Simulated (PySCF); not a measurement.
Polarisability and C₆ of Sb⁺ (antimony, charge +1)

[Kr] 4d10 5s2 5p2, high-spin 3P determinant. Computed with PySCF 2.14 in aug-cc-pVQZ-PP with one added diffuse shell each of s, p, d, f, g type with ECP28MDF (8s8p6d4f3g, 117 functions), with a scalar-relativistic core potential. Coupled (time-dependent) response in atomic units; α is the mean over directions.

```
method  mean α (bohr³)         α xx, yy, zz  C₆ (like pair)  S(−4)
   M06           25.26  22.96, 26.41, 26.41           198.8  184.6
```

S(−4) is the Cauchy moment in α(ω) = α(0) + S(−4) ω² + …

Spin-orbit coupling is absent.

α(iu) at M06:

| u (hartree) | α(iu) (bohr³) |
| --- | --- |
| 0 | 25.26 |
| 0.0500 | 24.81 |
| 0.100 | 23.57 |
| 0.200 | 19.80 |
| 0.300 | 15.88 |
| 0.500 | 10.16 |
| 0.750 | 6.370 |
| 1.00 | 4.424 |
| 1.50 | 2.603 |
| 2.00 | 1.772 |
| 3.00 | 1.001 |
| 5.00 | 0.4486 |

A single London oscillator, α(iu) = α/(1 + u²/ω²), gives C₆ = (3/4) ω α². Matching the computed C₆ needs ω = 4 × 198.8 / (3 × 25.26²) = 0.415 hartree.

For an ion, C₆ is the dispersion term alone; charge-induced terms of lower order in 1/R come first.

The components differ because the open shell of this determinant is not spherical; for a pure term their mean is the scalar polarisability.

Energies and moments cover only the electrons outside the core potential.
